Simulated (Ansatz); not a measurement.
C2H6B2FN, SMILES `CB(F)BC=N`. The species carries charge 0 and has multiplicity 1. All single points use the PBE0-D4/def2-TZVP geometry. It is one conformer, not always the lowest.

```xyz
12

C    -0.631   -1.923    0.136
B    -0.793   -0.370    0.187
F    -1.625    0.128    1.114
B     0.051    0.712   -0.796
C     1.301    1.480   -0.279
N     1.206    2.279    0.714
H     0.001   -2.223    0.982
H    -0.159   -2.299   -0.773
H    -1.593   -2.425    0.275
H    -0.307    0.955   -1.917
H     2.265    1.472   -0.801
H     0.285    2.213    1.159
```

Question: What is the dipole moment at B3LYP/def2-TZVPP? (Estimate.)

Answer: Computed: 2.53 D, with components (-0.30, -2.11, -1.37) D in this frame, pointing from negative to positive charge.

Question: And with PBE, r2SCAN, ωB97M-V? (An estimate is asked.)

Answer: The calculation gave: PBE 2.29 D, r2SCAN 2.45 D, ωB97M-V 2.59 D.

Question: Give the Mulliken charges with B3LYP, PBE, ωB97M-V in def2-TZVPP. (An estimate is asked.)

Answer: Computed: 
```csv
atom,B3LYP,PBE,ωB97M-V
C1,-0.32,-0.34,-0.35
B2,0.32,0.30,0.29
F3,-0.24,-0.19,-0.23
B4,-0.12,-0.13,-0.17
C5,-0.02,-0.02,0.00
N6,-0.23,-0.21,-0.22
H7,0.10,0.11,0.12
H8,0.10,0.10,0.11
H9,0.11,0.11,0.12
H10,0.05,0.04,0.11
H11,0.10,0.08,0.10
H12,0.14,0.15,0.12
```

B3LYP here is the variant with VWN-RPA as its local correlation; programs differ in this.
